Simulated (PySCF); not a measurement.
Isomers of C9H6N2, from PBE0-D3(BJ)/def2-SVP geometry optimisation, gas phase (PySCF 2.14.0). One conformer each, no zero-point energy, no frequencies.

**Question.** Which is lower in electronic energy at this level?
A. `[CH2:1]=[CH:2][CH2:3][C:4]#[C:5]/[C:6]([C:7]#[N:8])=[CH:9]\[C:10]#[N:11]` with C1–C2–C3–C4 123°: A = 1418, B = 601.1, C = 440.7 MHz, dipole 2.35 D
B. `N#Cc1ccn2ccccc12`: A = 2285, B = 973.6, C = 682.7 MHz, dipole 6.29 D

**Answer.** B. That is `c1cn2c(cc1)c(cc2)C#N`, 97.0 kcal/mol below the other.

| SMILES | mapped SMILES | E (Eh) | relative (kcal/mol) | relative (kJ/mol) | dipole (D) |
| --- | --- | --- | --- | --- | --- |
| N#Cc1ccn2ccccc12 | [N:1]#[C:2][c:3]1[cH:4][cH:5][n:6]2[cH:7][cH:8][cH:9][cH:10][c:11]12 | -455.21173 | 0.0 | 0.0 | 6.29 |
| C=CCC#C/C(C#N)=C\C#N | [CH2:1]=[CH:2][CH2:3][C:4]#[C:5]/[C:6]([C:7]#[N:8])=[CH:9]\[C:10]#[N:11] | -455.05711 | 97.0 | 405.9 | 2.35 |

As drawn, the lower has an aromatic ring, which the higher lacks; the higher has a C≡C bond and a C=C bond outside aromatic rings, which the lower lacks.
